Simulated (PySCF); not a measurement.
Coordinates in bohr (charge 1 multiplicity 6):
```
Ru    0.0000    0.0000    0.0000
Br    0.0000    0.0000    4.4314
Br    0.0000    0.0000   -4.4314
```

Method: UPBE0/[Ru def2-SVP with ECP28, Br def2-SVP], scalar-relativistic core potentials, density fitting, no spin–orbit coupling, PySCF.

This geometry of RuBr₂⁺ is a stationary point at this level.

(1) What is the point group?

(2) Is it a minimum?

(3) List the harmonic modes with their infrared intensities.

(4) Give the atomic charges and bond orders.

Answers

(1) D∞h.

(2) No: it has 2 imaginary modes (one degenerate set), at 47i cm⁻¹ (πu).

(3) 
```
symmetry  ω (cm⁻¹)  IR (km/mol, summed over degenerate members)
      πu       47i                                            –
     σg+       241                                          0.0
     σu+       366                                         48.8
```

(4) 
```
 atom  Mulliken  Löwdin  polar tensor  spin (Mulliken)  Mayer order to Ru1
  Ru1      0.67    0.19          1.40             3.92                   –
Br2,3      0.16    0.41         -0.20             0.54                1.42
```
Other Mayer orders above 0.3: Br–Br 0.32.

This need not be the most stable arrangement of these atoms. With open d or f shells other occupations or spin states may lie lower. At this level a sextet minimum of C2v symmetry lies 8 kJ/mol below this structure.
